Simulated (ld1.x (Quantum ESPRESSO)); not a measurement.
Before and after: PAW potential for hydrogen (H)

- Element: H
- Generator: ld1.x (Quantum ESPRESSO) 7.5
- Type: PAW
- Functional: BLYP
- Relativity: scalar-relativistic
- Frozen core: none
- Valence charge: 1
- Reference configuration: 1s1
- Partial waves: 1s (bound): rcut 1.15, rcutus 1.60 bohr; 1s channel at -0.05 Ry: rcut 1.15, rcutus 1.60 bohr
- Local potential: all-electron potential smoothed inside 1.40 bohr (lloc = -1)
- Core correction: none
- Augmentation charge: PSQ, radius 0.95 bohr

Change: wave 1s channel at -0.05 Ry: rcut 1.15, rcutus 1.60 bohr becomes 1s channel at 3.51 Ry: rcut 1.15, rcutus 1.60 bohr.

Cutoffs: the cutoffs (Ry, on a coarse ladder) from which the occupation-weighted sum of valence levels, in a spherical-Bessel basis at the reference potential, stays within 10 and 1 mRy of its value at 400 Ry; they do not see the model core or the augmentation charge, which bear on the density cutoff. Errors are all-electron minus pseudo energies relative to the spin-unpolarised reference configuration.

Question: Predict the effect on cutoff, ghosts and configuration errors.

Answer: The potential gets softer (10 Ry and 15 Ry → 8 Ry and 15 Ry); the range in which the s phases agree widens (upper end 3.8 → at the end of the scan); neither file shows a bound ghost.

| quantity | base | changed |
| --- | --- | --- |
| cutoff, loose | 10 Ry | 8 Ry |
| cutoff, tight | 15 Ry | 15 Ry |
| bound ghosts | none | none |
| error for 1s0.5, meV [ΔE 4.78 eV] | +0.1 | +0.1 |
| s: phases at 1.74 bohr within 0.05 rad from the reference energy up to (Ry; the scan ends near 5) | 3.8 | to the end of the scan |
| lowest overlap eigenvalue by channel | s 0.98 | s 0.52 |
